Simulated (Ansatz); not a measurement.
**A geometry optimisation of C2H11B2N with B3LYP/6-31G***

The starting geometry of this gas-phase singlet was optimised with GFN2-xTB; its bonds are those of `[BH3-][NH2+]B(C)C`.

```csv
atom,x (Å),y (Å),z (Å)
C,0.1379,0.0887,-1.3067
C,-0.8698,-0.9185,1.0625
B,1.9487,1.1122,1.4112
B,0.3331,-0.4293,0.1670
N,1.6643,-0.4660,0.7307
H,1.0632,1.3174,2.1731
H,1.9712,1.8657,0.4959
H,3.0053,0.9823,1.9428
H,2.4482,-0.5279,0.0969
H,1.8101,-1.0497,1.5426
H,-0.6354,-0.4537,-1.8472
H,-0.1911,1.1271,-1.2688
H,1.0467,0.0712,-1.9044
H,-1.8188,-0.4647,0.7885
H,-0.9992,-1.9971,0.9521
H,-0.7008,-0.7300,2.1205
```

Where would you expect an optimisation with B3LYP/6-31G* to take it?

A new bond forms, giving a structure with H6 bridging B3 and B4, given below by its coordinates. Distances that change by over a tenth: B3–B4 (2.56 → 1.96 Å), B3–H6 (1.19 → 1.31 Å). Contacts that close: B4–H6 (2.76 → 1.39 Å).

The energy falls by 0.50 eV over 22 steps:

```json
{"step": "1", "E − E(last) (eV)": "0.498"}
{"step": "3", "E − E(last) (eV)": "0.430"}
{"step": "6", "E − E(last) (eV)": "0.421"}
{"step": "8", "E − E(last) (eV)": "0.411"}
{"step": "10", "E − E(last) (eV)": "0.374"}
{"step": "13", "E − E(last) (eV)": "0.095"}
{"step": "15", "E − E(last) (eV)": "0.011"}
{"step": "17", "E − E(last) (eV)": "0.001"}
{"step": "20", "E − E(last) (eV)": "0.000"}
{"step": "22", "E − E(last) (eV)": "0.000"}
```

Final geometry (Å):

```yaml
atoms:
  - { symbol: C, position_ang: [0.1234, 0.2448, -1.1889] }
  - { symbol: C, position_ang: [-0.7189, -0.7275, 1.2767] }
  - { symbol: B, position_ang: [1.8981, 0.8631, 1.2298] }
  - { symbol: B, position_ang: [0.4088, -0.0662, 0.3543] }
  - { symbol: N, position_ang: [1.8591, -0.5948, 0.6414] }
  - { symbol: H, position_ang: [0.6576, 1.1778, 0.9299] }
  - { symbol: H, position_ang: [2.5706, 1.6167, 0.5871] }
  - { symbol: H, position_ang: [1.9420, 0.8913, 2.4259] }
  - { symbol: H, position_ang: [2.4527, -0.7639, -0.1642] }
  - { symbol: H, position_ang: [1.9470, -1.3478, 1.3161] }
  - { symbol: H, position_ang: [-0.0892, -0.6868, -1.7333] }
  - { symbol: H, position_ang: [-0.7556, 0.8885, -1.3169] }
  - { symbol: H, position_ang: [0.9610, 0.7389, -1.6996] }
  - { symbol: H, position_ang: [-1.6417, -0.1345, 1.2767] }
  - { symbol: H, position_ang: [-0.9874, -1.7239, 0.8967] }
  - { symbol: H, position_ang: [-0.4139, -0.8480, 2.3251] }
```

The end wasn't checked by frequencies. Run with Ansatz 0.2.0, 57 s on 2 threads of Arm Neoverse V1, with other jobs on the host.
